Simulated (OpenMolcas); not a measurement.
A calculation on Ne V.

```
Program             : OpenMolcas 26.06
Method              : CASSCF
Basis               : ANO-RCC-VQZP [5s4p3d2f1g]
Scalar Hamiltonian  : DKH2, point nucleus
Active space        : 4 electrons in 4 orbitals (2s 2p)
State averaging     : 2S+1 = 3 even, 3 roots; 2S+1 = 1 even, 6 roots; 2S+1 = 5 odd, 1 root; 2S+1 = 3 odd, 9 roots; 2S+1 = 1 odd, 8 roots
Spin-orbit coupling : state interaction with AMFI integrals over the reference wave functions, term energies averaged over their components
```

(1) Which level of the active space comes out lowest?

(2) How high does 2s² 2p² ¹S₀ lie?

(3) How high does 2s 2p³ ³P°₀ lie?

(4) How high does 2s 2p³ ³D°₁ lie?

Measured values: NIST levels in Podobedova, Fuhr, Reader and Wiese, J. Phys. Chem. Ref. Data 33, 525 (2004).

Results:

(1) 2s² 2p² ³P₀, with 100 % of that term; it is also the measured ground level.

(2) 61074 cm⁻¹ above the lowest level; measured 63914 cm⁻¹ above the ground level, so the calculation is off by -4 %.

(3) 210910 cm⁻¹ above the lowest level; measured 208193 cm⁻¹ above the ground level, so the calculation is off by +1 %.

(4) 179161 cm⁻¹ above the lowest level; measured 175927 cm⁻¹ above the ground level, so the calculation is off by +2 %.

Measured partners are found by configuration, term and J. A level has none where our copy of the source lacks it or the pairing is in doubt (some pairs that miss far off the trend of their configuration count as doubtful), and it then counts in no deviation. Only configurations of the active space appear.

° marks odd parity.
